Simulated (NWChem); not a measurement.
# BH$_{2}$SeOCl; SMILES ClB([SeH])O

```xyz
6

B      0.4760     0.5642     0.0000
Cl    -0.6540     1.9323     0.0000
O      1.8057     0.7645     0.0000
H      2.0495     1.6979     0.0000
Se    -0.2642    -1.2310     0.0000
H      1.0572    -1.8774     0.0000
```
Atoms are numbered in this order, from 1.

Coordinates come from a PBE0/def2-SVP optimisation.

Spin-orbit effects, on the heavy nuclei and on their neighbours, are missing.

Q: Give the principal values of the shielding tensors (ppm) of B1, Cl2, O3, Se5 from B3LYP/6-311G** (spherical d), GIAO (NWChem), with their diamagnetic and paramagnetic parts as GIAO splits them.

A: 
```csv
atom,σ11,σ22,σ33,isotropic,diamagnetic,paramagnetic
B1,20.8,66.8,82.2,56.6,199.8,-143.2
Cl2,575.8,814.7,969.6,786.7,1148.1,-361.4
O3,48.2,187.3,230.5,155.3,383.8,-228.5
Se5,1521.7,1834.1,2300.2,1885.3,2996.9,-1111.5
```
